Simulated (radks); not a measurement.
Effect of the nuclear size on neutral holmium, [Xe] 4f11 6s2. Method: Dirac Kohn-Sham, LDA (Slater exchange, Perdew-Wang correlation), spin-unpolarised, spherical densities, finite nucleus; open shells are shared between the two j in proportion to 2j + 1; Fermi nuclear charge, rms radius 5.2022 fm; computed with a radial shooting solver on a logarithmic mesh with Libxc functionals. The rms radius is varied about that value; shifts are against it.

rms radius (fm)  total energy shift (eV)  density at nucleus (e/bohr^3)  1s1/2 shift (meV)  2s1/2 shift (meV)  5s1/2 shift (meV)  5p1/2 shift (meV)  6s1/2 shift (meV)  4f7/2 shift (meV)  6p1/2 (empty) shift (meV)
4.2606                             -9.49                      8.483e+05              -3900               -515              -3.91              0.429             -0.159              0.717                      0.140
4.9733                             -2.43                      8.123e+05               -999               -132              -1.00              0.110             -0.041              0.184                      0.036
5.2022                                 0                      8.021e+05              0.000              0.000              0.000              0.000              0.000              0.000                      0.000
5.66                                5.10                      7.834e+05               2090                277               2.10             -0.230              0.086             -0.386                     -0.075
6.1906                              11.4                      7.639e+05               4680                618               4.70             -0.514              0.191             -0.861                     -0.169

Slopes of the eigenvalues against <r^2> in GHz/fm^2, as finite differences over the two radii next to the reference (eigenvalue slopes, not the field-shift constants of lines): 1s1/2 102000, 2s1/2 13500, 5s1/2 103, 5p1/2 -11.3, 6s1/2 4.18, 4f7/2 -18.9, 6p1/2 (empty) -3.69.
